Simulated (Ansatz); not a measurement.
```yaml
crystal:
  periodic: [false, false, false]
  atoms:
    - {symbol: O, position_ang: [0.549554, 0.237302, 1.271439]}
    - {symbol: B, position_ang: [0.007293, -0.019274, -0.022713]}
    - {symbol: F, position_ang: [-0.272785, -1.319767, -0.391404]}
    - {symbol: F, position_ang: [-0.225788, 1.038423, -0.878638]}
basis:
  gaussian: {orbitals: cc-pVTZ, point_charges: [{charge: -1.00, position_ang: [5.096, 0.879, -0.936]}]}
total_charge: 1
magnetization: {spin_polarized: true, initial_magnetization: 1}
hamiltonian: {xc: {name: wB97M-V}}
scf: {lower_state_search: off}
output: {forces: true}
```

```sh
$ ansatz run in.yaml --threads 2 --pin off --events-out ev --progress --plain --max-ram 22528MiB --backend cpu
```

Shortened log:

```
Error: a molecule whose nuclei and cores have a total charge of 31 cannot have a net charge of 1 together with 1 unpaired electrons
```

What is wrong with this run?

The number of unpaired electrons doesn't fit the electron count. The program refused the input.
